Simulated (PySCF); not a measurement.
## Solvent effects on NMR parameters

Geometry:
```json
{"atom": "Si1", "x (Å)": "1.325", "y (Å)": "0.580", "z (Å)": "1.585"}
{"atom": "C2", "x (Å)": "2.417", "y (Å)": "-0.239", "z (Å)": "0.277"}
{"atom": "C3", "x (Å)": "3.404", "y (Å)": "0.681", "z (Å)": "-0.450"}
{"atom": "Si4", "x (Å)": "4.799", "y (Å)": "1.383", "z (Å)": "0.593"}
{"atom": "Cl5", "x (Å)": "5.687", "y (Å)": "-0.178", "z (Å)": "1.635"}
{"atom": "H6", "x (Å)": "0.301", "y (Å)": "-0.395", "z (Å)": "2.069"}
{"atom": "H7", "x (Å)": "2.132", "y (Å)": "1.047", "z (Å)": "2.754"}
{"atom": "H8", "x (Å)": "0.626", "y (Å)": "1.767", "z (Å)": "0.998"}
{"atom": "H9", "x (Å)": "1.738", "y (Å)": "-0.715", "z (Å)": "-0.452"}
{"atom": "H10", "x (Å)": "2.961", "y (Å)": "-1.065", "z (Å)": "0.767"}
{"atom": "H11", "x (Å)": "2.883", "y (Å)": "1.544", "z (Å)": "-0.906"}
{"atom": "H12", "x (Å)": "3.885", "y (Å)": "0.147", "z (Å)": "-1.287"}
{"atom": "H13", "x (Å)": "5.835", "y (Å)": "2.004", "z (Å)": "-0.279"}
{"atom": "H14", "x (Å)": "4.324", "y (Å)": "2.382", "z (Å)": "1.592"}
```

GIAO PBE0/pcSseg-1 in PySCF 2.14.0 with density-fitted response routines on one PBE0-D3(BJ)/def2-SVP conformer, non-relativistic, equivalent nuclei averaged. Solvents enter as an IEF-PCM continuum (benzene with ε = 2.3, methanol with ε = 32.6) around the gas-phase geometry. Shifts are referred to TMS computed in the same medium.

Gas phase, δ in ppm: Si4 -4.5, Si1 -66.7, C3 12.8, C2 1.0, H13/H14 5.12, H6/H7/H8 3.90, H9/H10 1.07, H11/H12 1.01. Dipole moment 2.03 D.

Question: How does each δ change in the continuum?

Answer: 
| atoms | environment | Δδ, benzene | Δδ, methanol |
| --- | --- | --- | --- |
| Si4 | silicon bonded to C, Cl, 2 H | +0.9 | +1.8 |
| Si1 | silicon bonded to C, 3 H | +0.3 | +0.4 |
| C3 | sp3 CH2 bonded to Si | +0.2 | +0.5 |
| C2 | sp3 CH2 bonded to Si | +0.4 | +0.8 |
| H13/H14 | hydrogen on a silicon bonded to C, Cl | 0.00 | 0.00 |
| H6/H7/H8 | hydrogen on a silicon bonded to C | -0.04 | -0.09 |
| H9/H10 | hydrogen on an sp3 CH2 bonded to Si | +0.03 | +0.06 |
| H11/H12 | hydrogen on an sp3 CH2 bonded to Si | +0.10 | +0.23 |

Changes are relative to the gas phase. The dipole moment becomes 2.31 D in benzene, 2.69 D in methanol.

Question: Which of the listed nuclei move most (in ppm), and what does the model miss?

Answer: Si4 (silicon bonded to C, Cl, 2 H, +1.8 ppm) in methanol. A continuum only polarises the solute; specific hydrogen bonds, the anisotropy of aromatic solvents and changes of geometry or conformer are outside it.
